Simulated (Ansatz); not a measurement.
Reaction (ligand exchange at the Si–C bond): `OC[SiH2][SiH2]O` + H₂S → `O[SiH2][SiH2]S` + CH₃OH

Program: Ansatz. Geometries: PBE0-D4/def2-TZVP. ΔE: electronic, gas phase. CBS: MP2 limit from def2 TZ/QZ plus the TZ coupled-cluster correction, frozen cores. This one scheme is used for every species. DFT in def2-TZVPP. One conformer a species, not always the lowest.

```csv
level,ΔE (kJ/mol)
CAM-B3LYP-D4,-75.2
BHLYP,-78.5
MP2/def2-TZVPP,-81.1
SCS-MP2/def2-TZVPP,-78.6
```

(1) What does CCSD(T)/CBS give? (Best estimate.)

Largest T1 diagnostic among the species: 0.012.

## Answers

(1) Ansatz gave: -78.9 kJ/mol. The listed levels differ from it by 3.7, 0.4, -2.2, 0.3 kJ/mol.

Leaving LDA and LC-ωPBE aside and taking each functional with its dispersion term where it has one, the values, not all of them listed here, spread over 7.6 kJ/mol, from r2SCAN0-D4 to CAM-B3LYP-D4. From BLYP to BHLYP (50 % exact exchange), in def2-TZVPP and without D4, ΔE moves by −3.4 kJ/mol.
